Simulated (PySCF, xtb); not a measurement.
digallium oxide (Ga2O), SMILES [Ga][O][Ga] (connectivity only; charge and spin as stated), neutral, multiplicity 1.

Harmonic wavenumbers (cm⁻¹) from GFN2-xTB in xtb at its own minimum, in rising order: 139, 139, 225, 602.

Problem. What does PBE-D3(BJ)/def2-TZVP in PySCF give at its own minimum? (The exact figures need the calculation; the answer reports its results.)

Solution. 62, 62, 279, 797. Paired by order, the mean absolute difference is 100 cm⁻¹ and the zero-point energies are 1.6 and 1.7 kcal/mol.
